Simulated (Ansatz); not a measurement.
`S[B]Br` radical, 4 atoms. The species carries charge 0 and has multiplicity 2. Correlated methods include outer-core shells of Br, which these sets cover unevenly. Scalar relativity is left out up to krypton. All runs use 2 threads of a server CPU on a shared host. Correlated methods freeze the cores. Open-shell runs search over several starts.

(1) How many basis functions does each run have, and how long does it take in Ansatz? direct RPA on PBE orbitals/def2-TZVPP energy; UKS ωB97M-V/def2-QZVPP energy; UKS HSE06-D4/def2-TZVPP energy; UHF-CCSD(T)/def2-TZVPP energy; UHF-MP2/def2-QZVPP energy; UHF-CCSD(T)/def2-SVP energy; UKS CAM-B3LYP-D4/def2-TZVPP energy; UKS PBE0-D4/def2-TZVP relaxation (4 steps); UKS BLYP-D4/def2-TZVPP energy; UKS revPBE-D4/def2-TZVPP energy; UKS PBE0-D4/def2-TZVP frequencies; UKS PBE0-D4/def2-SVP energy. (Estimate.)

## Answers

(1) Ansatz gave: Other jobs shared the machine, so times are rough.

| level | job | functions | wall time | peak host memory (GiB) |
| --- | --- | --- | --- | --- |
| UKS PBE0-D4/def2-SVP | energy | 69 | 1.8 s | 0.17 |
| UKS revPBE-D4/def2-TZVPP | energy | 135 | 3.5 s | 0.17 |
| UKS BLYP-D4/def2-TZVPP | energy | 135 | 3.8 s | 0.17 |
| UKS CAM-B3LYP-D4/def2-TZVPP | energy | 135 | 4.3 s | 0.39 |
| direct RPA on PBE orbitals/def2-TZVPP | energy | 135 | 4.6 s | 0.23 |
| UHF-CCSD(T)/def2-SVP | energy | 69 | 6.5 s | 0.26 |
| UKS HSE06-D4/def2-TZVPP | energy | 135 | 7.5 s | 0.36 |
| UHF-MP2/def2-QZVPP | energy | 246 | 19 s | 0.81 |
| UKS PBE0-D4/def2-TZVP | relaxation (4 steps) | 122 | 21 s | 0.31 |
| UKS ωB97M-V/def2-QZVPP | energy | 246 | 30 s | 0.97 |
| UKS PBE0-D4/def2-TZVP | frequencies | 122 | 69 s | 0.3 |
| UHF-CCSD(T)/def2-TZVPP | energy | 135 | 83 s | 1.6 |

HSE06 is defined as in plane-wave codes.
